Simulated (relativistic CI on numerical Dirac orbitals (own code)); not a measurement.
# Nb2+: 3p photoemission

Computed with this model: Dirac-Coulomb-Breit CI, orbitals from a KLI potential per configuration, QED by a radiative potential, valence Slater integrals scaled by 0.8, multiplet model of photoemission in the sudden approximation; configurations [Kr] 4d3 → [Ne] 3s2 3p5 3d10 4s2 4p6 4d3; 300 K; Lorentzian 1.4 eV and Gaussian 0.6 eV FWHM. Energies are those of the free ion, without screening or charge transfer. The energies are binding energies and can lie tens of eV above those of solids. S is read from ⟨S²⟩ = S(S + 1).

free ion: ground-state S = 1.50, centroid 396.19 eV. Peaks (eV, height): 390.8 (100), 406.8 (53).

Strongest unbroadened transitions for free ion:

| Energy (eV) | Relative strength |
| --- | --- |
| 390.60 | 15.8 |
| 390.65 | 37.4 |
| 390.66 | 100.0 |
| 390.74 | 72.9 |
| 390.87 | 24.5 |
| 390.98 | 10.2 |
| 391.01 | 13.0 |
| 391.03 | 27.6 |
| 391.04 | 92.3 |
| 391.06 | 8.5 |
| 391.15 | 6.8 |
| 391.20 | 49.3 |
| 392.16 | 4.4 |
| 406.61 | 95.9 |
| 406.63 | 13.9 |
| 406.83 | 86.2 |
| 406.88 | 29.8 |
| 406.90 | 6.5 |
